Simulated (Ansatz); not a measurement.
Two members of one family (Sn nanocrystals, hexagonal, H-capped), computed with Ansatz in the gas phase; def2 core potentials for Sn, no spin–orbit coupling. The two geometries come from different levels. Binding counts from free atoms in the multiplicity of their measured ground term, without zero-point energy. The structures are stationary points that may keep the symmetry of their start.

First: Sn24H30 (singlet, charge 0, PBE-D4/def2-SVP geometry).

```xyz
54

Sn    1.426   -5.018    1.078
Sn    3.609   -4.838   -0.704
Sn   -2.248   -2.774    2.908
Sn   -1.956   -0.858    4.956
Sn   -0.035   -2.596    1.141
Sn    1.693   -0.504    1.939
Sn    3.667   -2.262   -1.856
Sn    3.900   -0.305    0.167
Sn   -1.925    1.719    3.813
Sn    0.280    1.942    2.042
Sn    2.026    4.015    2.848
Sn    3.984    2.288   -0.947
Sn    4.236    4.214    1.100
Sn   -4.637   -2.330    1.480
Sn   -0.930   -1.964   -1.466
Sn    1.265   -1.771   -3.254
Sn   -4.582    0.258    0.365
Sn   -4.308    2.204    2.387
Sn   -2.399    0.451   -1.437
Sn   -0.621    2.478   -0.585
Sn    1.296    0.792   -4.438
Sn    1.576    2.692   -2.367
Sn   -3.290    1.007   -4.062
Sn   -1.111    1.238   -5.843
H     1.996   -5.386    2.678
H     0.375   -6.318    0.604
H     5.096   -5.147    0.141
H     3.466   -6.044   -1.947
H    -2.279   -4.373    3.607
H    -0.463   -1.135    5.800
H    -3.243   -0.997    6.117
H     2.292   -0.863    3.538
H     5.013   -2.113   -2.957
H     5.363   -0.587    1.077
H    -1.747    2.910    5.076
H     2.573    3.719    4.471
H     1.154    5.519    2.875
H     5.329    2.394   -2.055
H     5.715    3.961    1.977
H     4.314    5.808    0.413
H    -6.017   -2.525    2.521
H    -4.780   -3.504    0.207
H    -1.984   -3.244   -2.013
H     1.067   -2.978   -4.500
H    -6.060    0.543   -0.518
H    -5.682    2.182    3.451
H    -4.236    3.782    1.665
H    -1.481    3.998   -0.574
H     2.664    0.910   -5.515
H     1.573    4.297   -3.054
H    -4.352   -0.265   -4.586
H    -4.223    2.474   -4.063
H    -1.270    0.086   -7.134
H    -1.094    2.818   -6.565
```

```csv
level,HOMO (eV),LUMO (eV),gap (eV),binding per atom (eV)
PBE-D4/def2-SVP,-5.66,-2.94,2.72,2.49
PBE-D4/def2-TZVP,-5.73,-3.05,2.68,2.50
PBE0-D4/def2-SVP,-6.48,-2.31,4.17,2.48
PBE0-D4/def2-TZVP,-6.50,-2.38,4.12,2.50
```

Second: Sn27H34 (singlet, charge 0, r2SCAN-D4/def2-SVP geometry).

```xyz
61

Sn    1.378   -3.423    3.990
Sn    0.777   -0.733    4.475
Sn    3.021    0.942    4.229
Sn   -3.547   -1.460    3.020
Sn   -1.230    0.108    2.690
Sn   -1.817    2.822    3.149
Sn    2.652    2.715    2.086
Sn    0.539    4.342    2.961
Sn   -3.790    3.656    1.347
Sn    2.314   -3.733    1.370
Sn    4.676   -2.291    0.885
Sn   -2.019   -4.446   -0.064
Sn   -4.177   -2.809    0.648
Sn    0.314   -2.912   -0.432
Sn   -0.288   -0.194    0.043
Sn    4.196   -0.297   -1.031
Sn    2.045    1.375   -0.317
Sn   -4.591   -0.928   -1.384
Sn   -2.289    0.651   -1.763
Sn   -2.870    3.362   -1.280
Sn    1.596    3.262   -2.361
Sn   -0.595    4.926   -1.809
Sn    1.262   -3.188   -3.068
Sn    3.669   -1.768   -3.362
Sn   -0.719   -2.337   -4.855
Sn   -1.326    0.355   -4.392
Sn    0.881    2.050   -4.788
H     2.533   -4.007    5.127
H    -0.056   -4.359    4.185
H     0.160   -0.574    6.081
H     3.180    1.871    5.672
H     4.460    0.013    4.069
H    -3.296   -2.590    4.297
H    -4.859   -0.449    3.493
H    -2.427    2.967    4.760
H     4.074    3.669    1.857
H     0.938    4.942    4.527
H     0.303    5.709    1.945
H    -5.191    2.674    1.560
H    -4.247    5.289    1.655
H     2.633   -5.408    1.081
H     5.311   -1.649    2.349
H     5.863   -3.369    0.251
H    -1.739   -5.625    1.161
H    -2.375   -5.302   -1.516
H    -5.599   -3.766    0.868
H     5.614    0.667   -1.248
H    -5.924    0.091   -0.990
H    -4.986   -1.725   -2.860
H    -4.120    3.841   -2.372
H     3.023    4.214   -2.574
H    -0.282    6.005   -0.507
H    -0.899    5.893   -3.203
H     1.586   -4.864   -3.343
H     4.954   -2.894   -3.588
H     3.622   -0.773   -4.764
H    -2.139   -3.281   -4.604
H    -0.217   -2.580   -6.485
H    -2.583    0.843   -5.476
H     2.189    1.189   -5.500
H     0.434    3.292   -5.897
```

Question: What does the change do? Estimate second minus first.

Answer: 
| level | Δ HOMO (eV) | Δ LUMO (eV) | Δ gap (eV) | Δ binding per atom (eV) |
| --- | --- | --- | --- | --- |
| PBE-D4/def2-SVP | 0.06 | 0.05 | -0.01 | 0.00 |
| PBE-D4/def2-TZVP | 0.06 | 0.05 | -0.01 | 0.00 |
| PBE0-D4/def2-SVP | 0.08 | 0.02 | -0.05 | 0.01 |
| PBE0-D4/def2-TZVP | 0.07 | 0.02 | -0.06 | 0.01 |
